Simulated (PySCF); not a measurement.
Species: C₄H₉ClSi.
Atom-mapped SMILES: `[CH2:1]=[C:2]([CH2:3][SiH3:4])[CH2:5][Cl:6]` (hydrogens: H7, H8 on C1; H9, H10 on C3; H11, H12, H13 on Si4; H14, H15 on C5)

A GFN2-xTB structure was refined with PySCF, PBE0-D3(BJ)/def2-SVP geometry optimisation, gas phase. Its GFN2-xTB values:

```json
{"coordinate": "C1=C2", "GFN2-xTB": "1.326 Å"}
{"coordinate": "C1–H7", "GFN2-xTB": "1.076 Å"}
{"coordinate": "C1–H8", "GFN2-xTB": "1.076 Å"}
{"coordinate": "C2–C3", "GFN2-xTB": "1.491 Å"}
{"coordinate": "C2–C5", "GFN2-xTB": "1.494 Å"}
{"coordinate": "C3–Si4", "GFN2-xTB": "1.911 Å"}
{"coordinate": "C3–H9", "GFN2-xTB": "1.090 Å"}
{"coordinate": "Si4–H11", "GFN2-xTB": "1.465 Å"}
{"coordinate": "Si4–H12", "GFN2-xTB": "1.463 Å"}
{"coordinate": "C5–Cl6", "GFN2-xTB": "1.799 Å"}
{"coordinate": "C5–H14", "GFN2-xTB": "1.089 Å"}
{"coordinate": "C1–C2–C3", "GFN2-xTB": "123.3°"}
{"coordinate": "C1–C2–C5", "GFN2-xTB": "121.0°"}
{"coordinate": "C2–C3–Si4", "GFN2-xTB": "112.0°"}
{"coordinate": "C2–C5–Cl6", "GFN2-xTB": "110.0°"}
{"coordinate": "C3–C2–C5", "GFN2-xTB": "115.7°"}
{"coordinate": "C1–C2–C5–Cl6", "GFN2-xTB": "-110°"}
```

Q: How do these coordinates change at the PBE0-D3(BJ)/def2-SVP level?

A: 
```json
{"coordinate": "Si4–H12", "PBE0-D3(BJ)/def2-SVP (Å or °)": "1.495", "change": "+0.032"}
{"coordinate": "Si4–H11", "PBE0-D3(BJ)/def2-SVP (Å or °)": "1.496", "change": "+0.031"}
{"coordinate": "C1–H7", "PBE0-D3(BJ)/def2-SVP (Å or °)": "1.094", "change": "+0.018"}
{"coordinate": "C1–H8", "PBE0-D3(BJ)/def2-SVP (Å or °)": "1.093", "change": "+0.017"}
{"coordinate": "C3–Si4", "PBE0-D3(BJ)/def2-SVP (Å or °)": "1.895", "change": "-0.016"}
{"coordinate": "C1=C2", "PBE0-D3(BJ)/def2-SVP (Å or °)": "1.339", "change": "+0.013"}
{"coordinate": "C3–H9", "PBE0-D3(BJ)/def2-SVP (Å or °)": "1.101", "change": "+0.011"}
{"coordinate": "C2–C3", "PBE0-D3(BJ)/def2-SVP (Å or °)": "1.499", "change": "+0.008"}
{"coordinate": "C5–H14", "PBE0-D3(BJ)/def2-SVP (Å or °)": "1.097", "change": "+0.008"}
{"coordinate": "C2–C5", "PBE0-D3(BJ)/def2-SVP (Å or °)": "1.498", "change": "+0.004"}
{"coordinate": "C5–Cl6", "PBE0-D3(BJ)/def2-SVP (Å or °)": "1.800", "change": "+0.001"}
{"coordinate": "C2–C5–Cl6", "PBE0-D3(BJ)/def2-SVP (Å or °)": "112.0", "change": "+2.0"}
{"coordinate": "C2–C3–Si4", "PBE0-D3(BJ)/def2-SVP (Å or °)": "113.2", "change": "+1.2"}
{"coordinate": "C1–C2–C5", "PBE0-D3(BJ)/def2-SVP (Å or °)": "119.9", "change": "-1.1"}
{"coordinate": "C3–C2–C5", "PBE0-D3(BJ)/def2-SVP (Å or °)": "116.6", "change": "+0.9"}
{"coordinate": "C1–C2–C3", "PBE0-D3(BJ)/def2-SVP (Å or °)": "123.4", "change": "+0.1"}
{"coordinate": "C1–C2–C5–Cl6", "PBE0-D3(BJ)/def2-SVP (Å or °)": "-121", "change": "-11"}
```

The energy falls by 1.8 kcal/mol over 8 energy and gradient evaluations, the largest force component goes from 0.0166 to 2.6e-04 Eh/bohr, and the atoms move by 0.107 Å rms after alignment. Among the bonds, Si4–H11, Si4–H12 and Si4–H13 change most and about equally (+0.031 to +0.032 Å). Bonds longer at the end by more than 0.005 Å: 11 of 14; shorter: 1. Among the dihedrals that turn most is C1–C2–C5–H15, from 133° to 121°. Rotational constants go from 3526, 1199, 1004 to 3232, 1253, 1012 MHz.

The run used 137 basis functions and 51 SCF cycles in all. On an x86-64 server with one thread, shared host, this took 70 s.

No PBE0-D3(BJ)/def2-SVP frequencies stand behind this structure, so it isn't proved a minimum. One conformer, not necessarily the lowest.
